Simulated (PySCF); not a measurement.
All values below come from PBE-D3(BJ)/def2-TZVP // r2SCAN-D4/def2-TZVP (PySCF). All species are isolated molecules in the gas phase. One relaxed conformer stands for a flexible species; it need not be the lowest. Delta-SCF ions had no search for a lower state. 

Reference species (SMILES): `N/C(=N\[H])OC` (neutral, multiplicity 1).

* **S1 oscillator strength**: 0.002
* **HOMO–LUMO gap**: 5.73 eV
* **vertical ionisation energy (Delta-SCF)**: 9.12 eV

After one change: the S1 oscillator strength stays essentially unchanged; the HOMO–LUMO gap falls by 0.47 eV; the vertical ionisation energy (Delta-SCF) decreases by 0.38 eV.

**Question.** What was changed between the two runs? The new species is one of these.
(A) `NC/N=C/O`
(B) `[H]/N=C/NCO`
(C) `[H]/N=C(\O)NC` (C–N–C–O torsion -171°, N–C–O–H torsion -2°)
(D) `[H]/N=C(\N)CO` (N–C–C–O torsion -159°, C–C–O–H torsion 72°)

**Answer.** C, `[H]/N=C(\O)NC` (C–N–C–O torsion -171°, N–C–O–H torsion -2°)
